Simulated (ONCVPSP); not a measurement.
Which change was made? (H, ONCV)

H, optimised norm-conserving Vanderbilt (ONCV), made with ONCVPSP 4.0.1 (PBE, scalar-relativistic). Core none, reference 1s1. Waves: 1s: rc 0.90 bohr, ncon 3, nbas 7, qcut 6.5 1/bohr, 2 projectors, debl 2.9 Ha; p scattering state at 0.29 Ha: rc 0.85 bohr, ncon 4, nbas 8, qcut 8.2 1/bohr, 1 projector. Local part: polynomial inside 0.60 bohr (lpopt 5, dvloc0 0 Ha). Core correction: none.

Cutoffs, loose and tight: the cutoffs (Ha) at which the residual kinetic energy of the hardest occupied pseudo-wave falls to 1 and 0.1 mHa per electron. They do not see the model core or the augmentation charge, which bear on the density cutoff. Test errors are all-electron minus pseudo excitation energies from the reference, over the configurations 1s0.5; variants that change the core or the reference have their own tests.

The base gives: outcome: generated; cutoff, loose: 17 Ha; cutoff, tight: 49 Ha; bound ghosts: none; GHOST(+) flags above zero: none.

Q: After one change the result is: outcome: generated; cutoff, loose: 21 Ha; cutoff, tight: 31 Ha; bound ghosts: none; GHOST(+) flags above zero: none. Which change was it?
A. s: qcut 4.7
B. s: qcut 9.1
C. s: qcut 4

A: B. The others give: s: qcut 4 → outcome: generated; cutoff, loose: 41 Ha; cutoff, tight: 164 Ha; bound ghosts: none; GHOST(+) flags above zero: none | s: qcut 4.7 → outcome: generated; cutoff, loose: 27 Ha; cutoff, tight: 156 Ha; bound ghosts: none; GHOST(+) flags above zero: none.
